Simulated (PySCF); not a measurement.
```xyz
6

C      2.1727    -0.0567     0.1009
C      0.9512     0.0431    -0.1394
C     -0.4932     0.0133    -0.0250
H     -0.9352    -0.6678    -0.7554
H     -0.7745    -0.3420     0.9716
H     -0.9209     1.0101    -0.1526
```

Charge 0, multiplicity 2.

Give the Mulliken and meta-Löwdin atomic charges from M06-2X/def2-TZVP // B3LYP-D3(BJ)/def2-TZVP (PySCF).


```csv
atom,Mulliken (e),meta-Löwdin (e)
C1,-0.14,-0.07
C2,0.08,-0.04
C3,-0.45,-0.33
H4,0.17,0.15
H5,0.17,0.15
H6,0.17,0.15
```
